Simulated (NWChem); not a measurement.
CH5BClN; SMILES CNBCl

```xyz
9

B      0.5558    -0.1212     0.0000
Cl    -0.0721    -1.7888     0.0000
H      1.7548     0.0629     0.0000
N     -0.3375     0.9513     0.0000
C      0.0064     2.3607     0.0000
H     -1.3421     0.7515     0.0000
H     -0.3894     2.8839     0.8976
H     -0.3894     2.8839    -0.8976
H      1.1073     2.4705     0.0000
```
Atoms are numbered in this order, from 1.

Level: PBE-D3(BJ)/def2-SVP (NWChem), optimised geometry, unscaled harmonic frequencies. 

### Question
List the harmonic frequencies with IR intensities, and the thermochemistry.

### Answer
```csv
frequency (cm⁻¹),IR intensity (km/mol)
164,0.5
198,1.0
233,0.5
389,10.3
675,89.2
791,43.0
828,0.1
970,10.8
1066,21.6
1103,0.1
1126,64.9
1256,46.4
1393,17.4
1415,6.2
1420,50.8
1512,187.2
2582,99.3
2951,61.5
3017,24.4
3083,7.8
3501,18.3
```

| Quantity | Result |
|---|---|
| zero-point energy | 42.4 kcal/mol |
| thermal correction to the enthalpy at 298.15 K (with zero-point energy) | 46.3 kcal/mol |
| heat capacity Cv | 16.9 cal/(mol K) |
| entropy at 298.15 K and 1 atm (symmetry number 1) | 72.4 cal/(mol K) |
| dipole moment | 2.84 D |

Rigid rotor and harmonic oscillator.
